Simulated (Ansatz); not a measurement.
Total energies of CdH₂ from Ansatz at PBE-D4/def2-TZVPD, gas phase (1 Eh = 27.2114 eV = 2625.5 kJ/mol). The reference geometry is relaxed at PBE-D4/def2-TZVP.

| state | geometry | energy (Eh) |
| --- | --- | --- |
| charge 0 singlet | reference | -168.92963 |
| charge -1 doublet | reference | -168.90437 |
| free Cd atom (singlet) | – | -167.78889 |
| free H atom (doublet) | – | -0.49962 |

In the def2 sets Cd takes a core potential; there is no spin–orbit coupling.

Work out the vertical electron affinity, to the doublet.

E(charge 0 singlet) − E(charge -1 doublet) = -168.92963 − (-168.90437) = -0.02526 Eh = -0.69 eV; negative, so the extra electron isn't bound.

What is the binding energy per atom against free atoms?

Atoms: 1 × (-167.78889) + 2 × (-0.49962) = -168.78813 Eh. Binding: -168.78813 − (-168.92963) = 0.14150 Eh = 3.85 eV, or 1.28 eV for each of 3 atoms (no zero-point energy, no counterpoise term).

At PBE-D4/def2-TZVPD the highest occupied level of the charge -1 doublet lies above zero (up to 2.92 eV). By energy differences it is unbound by 0.69 eV (vertical, against the charge 0 singlet, at PBE-D4/def2-TZVPD) and held by the finite basis.
